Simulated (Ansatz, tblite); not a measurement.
Isomers of Sn$_{6}$ (singlet), found by a short tight-binding search and relaxed with PBE-D4/def2-SVP in Ansatz.

In the def2 sets Sn takes a core potential; there is no spin–orbit coupling. The xTB rows come from tblite. Correlated methods freeze 24 core orbitals; core or outer-core shells of Sn are correlated, in sets that lack core-valence functions.

Run but left out: HF/def2-SVP (A: restricted singlet, unstable towards broken spin symmetry).

A: The restricted singlet is unstable towards broken spin symmetry in Hartree–Fock (as tested in another run); at r2SCAN-D4/def2-TZVP, PBE0-D4/def2-TZVP, CAM-B3LYP-D4/def2-TZVP this wasn't settled. At CCSD(T)/def2-SVP the restricted singlet (for correlated methods, its reference) is unstable: a solution with broken spin symmetry lies lower. B: The restricted singlet is unstable towards broken spin symmetry in Hartree–Fock (as tested in another run); at PBE-D4/def2-TZVP, r2SCAN-D4/def2-TZVP, PBE0-D4/def2-TZVP, CAM-B3LYP-D4/def2-TZVP this wasn't settled. At CCSD(T)/def2-SVP the restricted singlet (for correlated methods, its reference) is unstable: a solution with broken spin symmetry lies lower. C: The restricted singlet is unstable towards broken spin symmetry in Hartree–Fock (as tested in another run); at PBE-D4/def2-TZVP, r2SCAN-D4/def2-TZVP, PBE0-D4/def2-TZVP, CAM-B3LYP-D4/def2-TZVP this wasn't settled. At CCSD(T)/def2-SVP the restricted singlet (for correlated methods, its reference) is unstable: a solution with broken spin symmetry lies lower.

Other spin states weren't relaxed.

A:

Cartesian coordinates in Å:
```
Sn -1.488 0.726 0.453
Sn -1.185 -1.821 -0.970
Sn 0.072 -1.153 2.078
Sn 1.487 -0.727 -0.456
Sn -0.070 1.156 -2.077
Sn 1.184 1.818 0.971
```

B:

```xyz
6

Sn   -1.0558    0.2212    1.0715
Sn    3.2003    1.5791   -0.8878
Sn   -1.1087   -2.0756   -0.9694
Sn    0.6757    2.4420    0.2562
Sn   -3.0048   -1.7455    1.2036
Sn    1.2933   -0.4212   -0.6741
```

C:

```xyz
6

Sn    1.707    0.126   -1.134
Sn   -0.446    0.747   -2.957
Sn    0.851    1.319    1.387
Sn   -1.473    0.216   -0.393
Sn   -1.218   -0.490    2.481
Sn    0.579   -1.918    0.616
```

Q: Estimate which lies lowest at each level, and how far above it the others are (kcal/mol).

A: 
```json
{"level": "GFN1-xTB", "A": "0.0", "B": "39.3", "C": "8.2"}
{"level": "GFN2-xTB", "A": "0.0", "B": "30.4", "C": "4.2"}
{"level": "PBE-D4/def2-TZVP", "A": "0.0", "B": "38.3", "C": "14.5"}
{"level": "r2SCAN-D4/def2-TZVP", "A": "0.0", "B": "38.3", "C": "15.1"}
{"level": "PBE0-D4/def2-TZVP", "A": "0.0", "B": "41.7", "C": "16.0"}
{"level": "CAM-B3LYP-D4/def2-TZVP", "A": "0.0", "B": "37.4", "C": "13.8"}
{"level": "MP2/def2-SVP", "A": "0.0", "B": "49.1", "C": "23.5"}
{"level": "CCSD/def2-SVP", "A": "0.0", "B": "37.6", "C": "14.7"}
{"level": "CCSD(T)/def2-SVP", "A": "0.0", "B": "37.3", "C": "14.9"}
```
Point groups (tolerance 0.1 Å): A D4h, B C2, C Cs. Lower isomers may exist.
